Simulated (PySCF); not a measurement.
**Field gradients at the hydrogen positions**

Species: 1-ethylpyrrole, C6H9N.
Numbering: `[CH3:1][CH2:2][n:3]1[cH:4][cH:5][cH:6][cH:7]1` (hydrogens: H8, H9, H10 on C1; H11, H12 on C2; H13 on C4; H14 on C5; H15 on C6; H16 on C7)

Geometry (PBE0-D3(BJ)/def2-SVP, Å), atoms numbered from 1 in this order:
```xyz
16
C6H9N angstrom
C     -2.2143    0.1276    0.5332
C     -1.4025   -0.2001   -0.7097
N      0.0248   -0.1240   -0.4949
C      0.7834    1.0090   -0.6142
C      2.0721    0.7128   -0.2216
C      2.0880   -0.6564    0.1578
C      0.8084   -1.1402   -0.0188
H     -3.2919    0.0564    0.3217
H     -1.9768   -0.5685    1.3512
H     -1.9986    1.1474    0.8847
H     -1.6375   -1.2141   -1.0681
H     -1.6585    0.4871   -1.5308
H      0.3449    1.9366   -0.9771
H      2.9132    1.4032   -0.2204
H      2.9437   -1.2296    0.5089
H      0.3922   -2.1316    0.1497
```

Level: PBE0/pcSseg-1 (PySCF, non-relativistic); Q(2H) = 0.00286 b; rigid geometry, the same for H and D, with no vibrational averaging.

Question: Rank these positions by the coupling χzz of a deuteron there, largest first.
A. H13 (aromatic hydrogen)
B. H11 (methylene hydrogen)
C. H8 (methyl hydrogen)

Answer: A (212 kHz), C (196 kHz), B (189 kHz).

Question: What are Vzz, η and χzz (234.96 MHz × Q × Vzz) at all hydrogens?

Answer: 
| atom | bonded to | bond length (Å) | Vzz (au) | η | χzz (kHz) |
| --- | --- | --- | --- | --- | --- |
| H8 | C1 | 1.100 | 0.2920 | 0.03 | 196 |
| H9 | C1 | 1.100 | 0.2909 | 0.03 | 195 |
| H10 | C1 | 1.100 | 0.2909 | 0.03 | 195 |
| H11 | C2 | 1.101 | 0.2815 | 0.06 | 189 |
| H12 | C2 | 1.101 | 0.2816 | 0.06 | 189 |
| H13 | C4 | 1.088 | 0.3156 | 0.12 | 212 |
| H14 | C5 | 1.088 | 0.3194 | 0.08 | 215 |
| H15 | C6 | 1.088 | 0.3194 | 0.08 | 215 |
| H16 | C7 | 1.088 | 0.3155 | 0.12 | 212 |

One conformer (not necessarily the lowest) at the PBE0-D3(BJ)/def2-SVP geometry, without solvent, vibrations or thermal averaging. The basis is small and wasn't made for field gradients, so the couplings can be 20 % off.

These values come from a run that also computed NMR shieldings. The run took 16 s on an Arm Neoverse V2 with one thread, no GPU (shared host).
